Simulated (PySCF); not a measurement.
# Dipole moment and polarisability across levels of theory

Compound: C₂H₉BOSi.
Atom-mapped SMILES: `[CH3:1][BH:2][O:3][CH2:4][SiH3:5]` (hydrogens: H6, H7, H8 on C1; H9 on B2; H10, H11 on C4; H12, H13, H14 on Si5)

PySCF, dipoles from the SCF density, polarisabilities from static response with core orbitals frozen. Geometry: PBE0-D3(BJ)/def2-SVP, one conformer, isolated molecule.

The anisotropy is √(½[(α1 − α2)² + (α2 − α3)² + (α3 − α1)²]).

```
              level  μ (D)  α (Å³)  anisotropy (Å³)
      LDA/def2-SVPD  1.760   11.48             3.34
      PBE/def2-SVPD  1.694   11.23             3.25
    B3LYP/def2-SVPD  1.691   10.80             2.88
     PBE0/def2-SVPD  1.691   10.72             2.87
BHandHLYP/def2-SVPD  1.691   10.32             2.54
CAM-B3LYP/def2-SVPD  1.724   10.61             2.69
  wB97X-D/def2-SVPD  1.689   10.61             2.67
  LC-wPBE/def2-SVPD  1.740   10.36             2.55
       HF/def2-SVPD  1.680    9.81             2.16
        PBE0/6-31G*  1.788    8.74             2.91
```

The dipole runs from 1.68 D (HF/def2-SVPD) to 1.79 D (PBE0/6-31G*). In one basis (def2-SVPD) the functionals order the polarisability from HF (lowest) to LDA (highest), a spread of 17%. With PBE0 the polarisability is 8.74 Å³ without diffuse functions (6-31G*) and 10.72 Å³ with them (def2-SVPD).

Without π bonds the low states are Rydberg-like; a valence basis with one diffuse set may place them up to an eV too high.
